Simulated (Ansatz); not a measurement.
A nudged elastic band was laid between two geometries of CH₃FOSe (7 atoms, charge 0, multiplicity 1).

The calculation used Ansatz, RKS B3LYP/def2-SVP.

| Quantity | Value |
| --- | --- |
| movable images | 7 |
| climbing image | yes |
| spring | 5.0 eV/Å² |
| optimiser | quadratic models (default) |
| start path | through a guess of the saddle point |
| force threshold | 0.05 eV/Å |
| iteration limit | 38 |
| end points | relaxed |

Image 0:

```xyz
7
Properties=species:S:1:pos:R:3
O -0.154 -0.627 1.351
C -0.062 0.281 0.343
F -1.283 0.560 -0.211
Se 1.142 -0.417 -1.104
H -0.447 -1.475 0.980
H 0.352 1.211 0.757
H 0.515 0.398 -2.161
```

Image 8:

```xyz
7
Properties=species:S:1:pos:R:3
O -0.541 -0.794 1.143
C -0.300 0.183 0.210
F -1.493 0.733 -0.098
Se 0.558 -0.631 -1.418
H 0.302 -1.183 1.414
H 0.371 0.986 0.568
H 1.165 0.639 -1.865
```

(1) Which bonds break or form, and what moves?

(2) What energy profile does the band end with?

(3) What is the geometry of the highest image?

Answers

(1) No bond is made or broken. The dihedral H5–O1–C2–Se4 goes from -55 to 62°.

(2) The forces met the threshold. The highest image is number 5 of 0 to 8, 0.193 eV above the first end and 0.016 eV above the last; the last end lies 0.177 eV above the first. The profile has 2 maxima (images 2, 5) with wells between them (image 4): this band takes more than one step, which may be the mechanism or a detour left from its start path. A vibrational analysis at the climbing image gives one clearly imaginary mode, 189i cm⁻¹: a first-order saddle point.

```csv
image,path coordinate (Å),energy (eV),dihedral H5–O1–C2–Se4 (°)
0,0.00,0.000,-55
1,0.57,0.035,-61
2,1.14,0.108,-59
3,1.71,0.095,-55
4,2.28,0.091,-21
5,2.85,0.193,28
6,3.09,0.187,42
7,3.34,0.180,52
8,3.59,0.177,62
```

(3) 
```xyz
7
Properties=species:S:1:pos:R:3
O -0.342 -0.654 1.258
C -0.351 0.251 0.228
F -1.631 0.660 0.059
Se 0.333 -0.573 -1.482
H 0.357 -1.302 1.101
H 0.268 1.146 0.422
H 1.427 0.405 -1.632
```

Time of the run: 7.3 min on 1 thread of Arm Neoverse V2 (shared host), peak memory 0.18 GiB.
